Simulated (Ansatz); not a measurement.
Ansatz (a first-principles code) input:

Ansatz 0.2 input:
```yaml
crystal:
  periodic: [false, false, false]
  atoms:
    - {symbol: C, position_ang: [-1.32097723, -0.97272270, -1.89287719]}
    - {symbol: Si, position_ang: [0.12317014, -0.04035532, -1.26705954]}
    - {symbol: C, position_ang: [1.73285558, -0.91898402, -1.61290492]}
    - {symbol: C, position_ang: [0.12605332, 1.73129655, -1.85351159]}
    - {symbol: I, position_ang: [-0.14948212, 0.02061929, 1.22538215]}
    - {symbol: H, position_ang: [-2.27349493, -0.49801184, -2.10059911]}
    - {symbol: H, position_ang: [-1.32953376, -2.05499369, -1.95924796]}
    - {symbol: H, position_ang: [1.70920602, -1.94001651, -1.23014830]}
    - {symbol: H, position_ang: [2.56707889, -0.39884934, -1.14026377]}
    - {symbol: H, position_ang: [1.91529626, -0.95850156, -2.69002469]}
    - {symbol: H, position_ang: [0.93511977, 2.29292528, -1.38463749]}
    - {symbol: H, position_ang: [0.26236465, 1.76786535, -2.93753889]}
    - {symbol: H, position_ang: [-0.81545680, 2.22419521, -1.60819775]}
basis:
  gaussian:
    orbitals: def2-SVP
hamiltonian:
  xc: {name: PBE0}
magnetization: {spin_polarized: true, initial_magnetization: 1}
```

Q: What final total energy does it print?

A: -705.90834 Eh (PBE0/def2-SVP). The basis has 126 functions.

It need not be the lowest isomer of its formula.
